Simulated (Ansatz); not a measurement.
Basis sets compared for the cluster NaLi₆⁺ (the lowest singlet isomer of a short search). Charge 1, multiplicity 1. Geometry PBE/def2-TZVP. Ansatz on 4 threads of Arm Neoverse V1 on a shared host; times are rough, and most runs start from earlier orbitals.

```xyz
7

Li   -1.432    2.238    0.636
Li    0.650   -1.643   -2.125
Li   -1.244    0.976   -2.268
Li   -1.022   -0.727    0.230
Li    1.014    0.718   -0.270
Li    1.637   -2.010    0.866
Na    0.397    0.448    2.932
```

The restricted singlet is unstable towards broken spin symmetry in Hartree–Fock (as tested in another run); at PBE/def2-SVP, PBE/def2-TZVP, PBE0/def2-SVP, PBE0/def2-TZVP this wasn't settled. The structure comes from a short search, and lower isomers may exist.

```csv
level,functions,energy (Eh),HOMO (eV),LUMO (eV),wall time
PBE/def2-SVP,69,-206.9081,-6.55,-5.43,0.85 s
PBE0/def2-SVP,69,-206.9495,-7.02,-4.85,0.9 s
```

Task: Estimate the rows for PBE/def2-TZVP, PBE0/def2-TZVP.

Result: 
| level | functions | energy (Eh) | HOMO (eV) | LUMO (eV) | wall time |
| --- | --- | --- | --- | --- | --- |
| PBE/def2-TZVP | 116 | -207.0043 | -6.64 | -5.51 | 0.95 s |
| PBE0/def2-TZVP | 116 | -207.0439 | -7.12 | -4.95 | 1.6 s |
